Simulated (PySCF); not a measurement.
SMILES [SiH3]CC[Si](O)(C)C (C₄H₁₄OSi₂), GFN2-xTB optimised geometry.

```
21

Si    -0.49    -0.36     0.00
C     -1.14    -1.25    -1.54
C     -0.66    -0.60    -2.85
Si    -1.25    -1.53    -4.40
C     -3.16    -1.60    -4.50
C     -0.58    -0.72    -5.99
O     -0.63    -3.03    -4.20
H      0.98    -0.36     0.00
H     -0.98    -1.03     1.21
H     -0.96     1.03     0.00
H     -2.23    -1.27    -1.53
H     -0.81    -2.29    -1.54
H     -1.01     0.43    -2.88
H      0.43    -0.56    -2.84
H     -3.49    -2.07    -5.42
H     -3.57    -2.17    -3.67
H     -3.60    -0.61    -4.47
H      0.51    -0.71    -6.00
H     -0.91     0.31    -6.09
H     -0.91    -1.25    -6.88
H     -0.77    -3.72    -4.85
```

Density from PBE0/def2-SVP (PySCF) at that geometry.

Minimum of the electron density along straight lines between bonded atoms, close to the bond critical point (lines longer than 1.1 times the sum of covalent radii, or with two minima, are not listed):

```tsv
bond	length / Å	ρ at the minimum / e bohr⁻³	∇²ρ there / e bohr⁻⁵	position (fraction from the first atom)
Si1–C2	1.898	0.113	0.31	0.38
C2–C3	1.530	?	-0.50	0.50
C3–Si4	1.905	0.113	0.31	0.62
Si4–C5	1.908	0.110	0.31	0.38
Si4–C6	1.906	0.111	0.31	0.38
Si4–O7	1.640	?	1.03	0.41
Si1–H8	1.465	0.116	0.33	0.49
Si1–H9	1.466	0.116	0.33	0.49
Si1–H10	1.467	0.116	0.32	0.49
C2–H11	1.092	0.271	-0.96	0.62
C2–H12	1.091	0.273	-0.98	0.63
C3–H13	1.091	0.271	-0.95	0.62
C3–H14	1.091	0.272	-0.96	0.62
C5–H15	1.087	0.270	-0.95	0.62
C5–H16	1.086	0.271	-0.96	0.62
C5–H17	1.085	0.271	-0.96	0.62
C6–H18	1.086	0.271	-0.97	0.62
C6–H19	1.084	0.272	-0.97	0.62
C6–H20	1.086	0.270	-0.95	0.62
O7–H21	0.953	0.357	?	0.82
```

Problem. What belongs in the gaps?

Solution. 
- C2–C3, ρ at the minimum / e bohr⁻³: 0.234
- Si4–O7, ρ at the minimum / e bohr⁻³: 0.125
- O7–H21, ∇²ρ there / e bohr⁻⁵: -2.41
